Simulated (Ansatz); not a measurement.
System: Si2H3, net charge 0, doublet state. It need not be the lowest isomer of its formula. 
Structure (B3LYP-D3(BJ)/def2-TZVP (Ansatz, a quantum-chemistry and plane-wave program) minimum search):
```
Si
H 1 1.4873
H 1 1.4873 2 107.70
H 1 1.4953 2 107.53 3 115.62
Si 1 2.3820 2 116.12 3 -132.15
```
Charge 0, spin multiplicity 2.

Parts of the frozen-core correlation energy in cc-pwCVTZ (Ansatz, hartree). Frozen orbitals: 10; correlated occupied orbitals by spin: 6 and 5; virtual: 144 and 145. UHF or UKS for open shells. Spin-orbit coupling is left out. No relativistic terms.

```
term                            value
-------------------------  ----------
reference (HF)             -579.55662
MP2 opposite-spin                 ___
MP2 same-spin                     ___
CCSD correlation                  ___
(T)                          -0.00931
T1 diagnostic                   0.066
largest doubles amplitude       0.073
<S^2> of the reference          1.016
```

Q: What belongs in the gaps?

A: 
- MP2 opposite-spin, value: -0.16931
- MP2 same-spin, value: -0.02946
- CCSD correlation, value: -0.24699
